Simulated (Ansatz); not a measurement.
Cost and result for the atomization energy of BFH₄N₂OSi (`N[Si]1(F)NB1O`) (10 atoms, 10 bonds).

```xyz
10

N     0.029   -1.202   -1.659
Si    0.532   -0.010   -0.567
F     1.569    0.839   -1.439
N    -0.631    0.915    0.312
B     0.180    0.266    1.281
O     0.236    0.203    2.629
H    -0.537   -1.985   -1.386
H     0.469   -1.319   -2.555
H    -1.419    1.551    0.314
H    -0.428    0.742    3.070
```

Charge 0, multiplicity 1. Geometry: relaxed with PBE0-D4/def2-TZVP. It is one conformer, not always the lowest. Program: Ansatz. All runs use 4 threads of an Arm Neoverse V2 on a shared host. Times are those of one run each, without the atoms' runs, and a repeat can differ threefold. Electronic energies, without spin–orbit coupling; frozen cores. CCSD(T)/CBS adds CCSD(T) − MP2 in def2-TZVPP to the MP2 limit, and its time is that of the two runs behind it. T1 = 0.013. B3LYP takes the VWN-RPA correlation (the form of Gaussian; ORCA's B3LYP/G).

CCSD(T)/CBS is a level of theory with its own doubt, some kJ/mol a heavy atom from the limit and from the frozen cores, so smaller differences don't rank the functionals.

```csv
level,functions,wall time
LDA (SPW92)/def2-TZVPP,253,1.1 s
revPBE-D4/def2-TZVPP,253,2 s
BLYP-D4/def2-TZVPP,253,2.1 s
PBE0-D4/def2-TZVPP,253,2.8 s
CAM-B3LYP-D4/def2-TZVPP,253,3.3 s
B3LYP-D4/def2-TZVPP (with forces),253,4.3 s
B2PLYP/def2-TZVPP,253,5.5 s
CCSD(T)/def2-SVP,108,6.5 s
B97M-V/def2-TZVPP,253,8 s
ωB97M-V/def2-TZVPP (with forces),253,11 s
MP2/def2-QZVPP,475,27 s
CCSD(T)/def2-TZVPP,253,3.3 min
CCSD(T)/CBS(def2),–,3.8 min
```

(1) What atomization energy does each give, and how far from CCSD(T)/CBS? (An estimate is asked.)

Results:

(1) Computed: 
```
                            level  atomization (kJ/mol)  difference from CCSD(T)/CBS  per bond
           LDA (SPW92)/def2-TZVPP                4706.8                        674.0      67.4
             revPBE-D4/def2-TZVPP                4015.7                        -17.1      -1.7
               BLYP-D4/def2-TZVPP                4062.9                         30.1       3.0
               PBE0-D4/def2-TZVPP                4030.8                         -2.0      -0.2
          CAM-B3LYP-D4/def2-TZVPP                4068.1                         35.3       3.5
B3LYP-D4/def2-TZVPP (with forces)                4036.7                          3.9       0.4
                B2PLYP/def2-TZVPP                3997.3                        -35.5      -3.6
                 CCSD(T)/def2-SVP                3694.5                       -338.3     -33.8
                B97M-V/def2-TZVPP                4048.0                         15.2       1.5
 ωB97M-V/def2-TZVPP (with forces)                4060.9                         28.1       2.8
                   MP2/def2-QZVPP                4109.5                         76.7       7.7
               CCSD(T)/def2-TZVPP                3890.6                       -142.2     -14.2
                CCSD(T)/CBS(def2)                4032.8                          0.0       0.0
```

The D4 term adds +33.4 kJ/mol with B3LYP and +17.4 kJ/mol with PBE0; it sums over pairs of atoms, weighted by their polarisabilities, and B3LYP, whose exchange is more repulsive, gets the larger term. At CCSD(T), def2-SVP lies −338.3 kJ/mol from the extrapolated value and def2-TZVPP −142.2 kJ/mol: correlation converges slowly with the basis, and small sets miss more of it in the bonded molecule than in its fragments. From BLYP to BHLYP (50 % exact exchange), in def2-TZVPP and without D4, the atomization energy moves by −170.7 kJ/mol: exact exchange takes away binding that semilocal exchange gives to molecules.
